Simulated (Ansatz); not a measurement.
Start from `N[Si]O` and change one element to get `[NH2][Ge][OH]`.

Ansatz, PBE0-D4/def2-TZVP geometries, multiplicity 1. Each molecule was computed in one conformer, which needn't be the lowest.

Scalar relativity is left out up to krypton.

| property | `N[Si]O` |
| --- | --- |
| HOMO energy (PBE/def2-TZVPP) / eV | -5.66 |
| HOMO–LUMO gap (PBE/def2-TZVPP) / eV | 4.20 |
| ideal-gas entropy at 298 K and 1 bar (rigid rotor, harmonic PBE0-D4/def2-TZVP) / J/(mol·K) | 276 |
| HOMO energy (ωB97M-V/def2-TZVPP) / eV | -8.90 |
| LUMO energy (PBE/def2-TZVPP) / eV | -1.46 |
| LUMO energy (PBE0/def2-TZVPP) / eV | -0.64 |

(1) Give the same properties after the change, and the shifts. (An estimate is asked.)

Results:

(1) Computed: 
| property | `[NH2][Ge][OH]` | shift |
| --- | --- | --- |
| HOMO energy (PBE/def2-TZVPP) / eV | -6.22 | -0.56 |
| HOMO–LUMO gap (PBE/def2-TZVPP) / eV | 4.41 | 0.21 |
| ideal-gas entropy at 298 K and 1 bar (rigid rotor, harmonic PBE0-D4/def2-TZVP) / J/(mol·K) | 292 | 16 |
| HOMO energy (ωB97M-V/def2-TZVPP) / eV | -9.56 | -0.66 |
| LUMO energy (PBE/def2-TZVPP) / eV | -1.82 | -0.36 |
| LUMO energy (PBE0/def2-TZVPP) / eV | -1.06 | -0.42 |

With PBE0 the HOMO falls by 0.59 eV and the LUMO falls by 0.42 eV, so the gap widens by about 0.17 eV. PBE moves the HOMO by -0.56 eV and ωB97M-V by -0.66 eV.
